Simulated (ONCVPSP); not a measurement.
# What one change does to a pseudopotential (Ge, ONCV)

germanium, optimised norm-conserving Vanderbilt (ONCV), made with ONCVPSP 4.0.1 (LDA (Perdew-Wang 92), scalar-relativistic). Core [Ar], reference 3d10 4s2 4p2. Waves: 4s: rc 1.50 bohr, ncon 4, nbas 7, qcut 4.6 1/bohr, 2 projectors, debl 2.2 Ha; 4p: rc 2.15 bohr, ncon 4, nbas 8, qcut 3.2 1/bohr, 1 projector; 3d: rc 0.85 bohr, ncon 3, nbas 7, qcut 18.6 1/bohr, 2 projectors, debl 1 Ha. Local part: polynomial inside 0.80 bohr (lpopt 4, dvloc0 3 Ha). Core correction: Teter function, fcfact 3.25, rcfact 1.5.

In the d channel the program set the typed energies aside and used -1.086, 0.250 Ha.

Change: all radii but the core radius scaled by about 1.32 (s 1.98, p 2.86, d 1.12 bohr); local potential polynomial inside 1.06 bohr (lpopt 4, dvloc0 3 Ha).

Cutoffs: the cutoffs (Ha) at which the residual kinetic energy of the hardest occupied pseudo-wave falls to 1 and 0.1 mHa per electron; they do not see the model core or the augmentation charge, which bear on the density cutoff. Errors are all-electron minus pseudo energies relative to the spin-unpolarised reference configuration.

**Question.** What does the change do?

**Answer.** The potential gets softer (134 Ha and 150 Ha → 105 Ha and 120 Ha); the bound ghost in s disappears; of the 3 tests that both files solve, the error grows in 3 and shrinks in 0 by more than 15 % and 0.3 meV (median size 0.7 → 32.1 meV). A larger radius leaves more room for a smooth pseudo-wave, so fewer plane waves are needed. More of the atom is replaced by a form fitted at one configuration, so other configurations suffer.

```csv
quantity,base,changed
"cutoff, loose",134 Ha,105 Ha
"cutoff, tight",150 Ha,120 Ha
loose cutoff by channel,"s 8.7 Ha, p 3.0 Ha, d 134 Ha","s 8.4 Ha, p 2.9 Ha, d 105 Ha"
bound ghosts,s,none
GHOST(+) flags under 300 eV,none,s at 124.0 eV
tests with a reliable result,3 of 4,3 of 4
"error for 3d10 4s2 4p1, meV [ΔE 7.63 eV]",+0.3,-2.4
"error for 3d10 4s2 4p0, meV [ΔE 23.34 eV]",+0.7,-32
"error for 3d10 4s1 4p0, meV [ΔE 58.56 eV]",-15,-70
"rms error of d²Exc/dni dnj with the model core, mHa",2.45,3.20
```

 A true bound ghost makes a file unfit for plane-wave use even where its test errors are small: the radial tests pick states by their node count and pass the ghost by.
